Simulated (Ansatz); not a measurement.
Consider the silylene loss: `CB[SiH](O)[SiH3]` → `CB[SiH2]O` + `[SiH2]`.

Calculated with Ansatz (gas phase, PBE0-D4/def2-TZVP geometries, no zero-point term in ΔE). CBS: MP2 limit from def2 TZ/QZ plus the TZ coupled-cluster correction, frozen cores. This one scheme is used for every species. Each species was taken in one conformer, which may not be the lowest.

`CB[SiH](O)[SiH3]`:

```xyz
14

C    -0.545   -0.364   -2.128
B    -0.501    0.726   -1.020
Si    0.828    0.647    0.476
O     1.060    2.039    1.354
Si    0.053   -1.123    1.836
H     0.079   -1.245   -1.968
H    -1.564   -0.676   -2.379
H    -0.172    0.138   -3.036
H    -1.321    1.605   -1.060
H     2.183    0.250    0.001
H     0.282    2.571    1.526
H    -1.319   -0.842    2.347
H     0.943   -1.344    3.009
H    -0.006   -2.382    1.041
```

`CB[SiH2]O`:

Z-matrix (Å, degrees):
```
C
B 1 1.552
H 1 1.092 2 116.0
H 1 1.105 2 103.8 3 -116.7
H 1 1.093 2 114.3 3 129.6
Si 2 2.014 1 125.0 3 20.2
H 2 1.203 1 118.3 3 -163.6
O 6 1.660 2 115.5 1 -7.6
H 6 1.498 2 108.2 1 116.8
H 6 1.489 2 110.2 1 -126.1
H 8 0.957 6 117.3 2 58.9
```

`[SiH2]`:

Cartesian coordinates in Å:
```
Si 0.476 0.494 0.189
H 0.519 -0.743 -0.703
H -0.994 0.248 0.513
```

| species | CCSD(T)/CBS(def2) energy (Eh) |
| --- | --- |
| `CB[SiH](O)[SiH3]` | -721.61216 |
| `CB[SiH2]O` | -431.33160 |
| `[SiH2]` | -290.19011 |

Q: Work out ΔE.

A: ΔE = (-431.33160) + (-290.19011) − (-721.61216) = 0.09045 Eh = +237.5 kJ/mol.

Largest T1 diagnostic among the species: 0.014.

From PBE to PBE0 (25 % exact exchange), in def2-TZVPP and without D4, ΔE moves by +3.8 kJ/mol. The D4 term adds +14.7 kJ/mol with B3LYP and +8.3 kJ/mol with PBE0; it sums over pairs of atoms, weighted by their polarisabilities, and B3LYP, whose exchange is more repulsive, gets the larger term. In def2-TZVPP, CCSD(T) changes the Hartree–Fock value by +25.5 kJ/mol (the triples alone add +6.6 kJ/mol) and MP2 by +39.9 kJ/mol.

B3LYP here is the variant with VWN-RPA as its local correlation; programs differ in this.
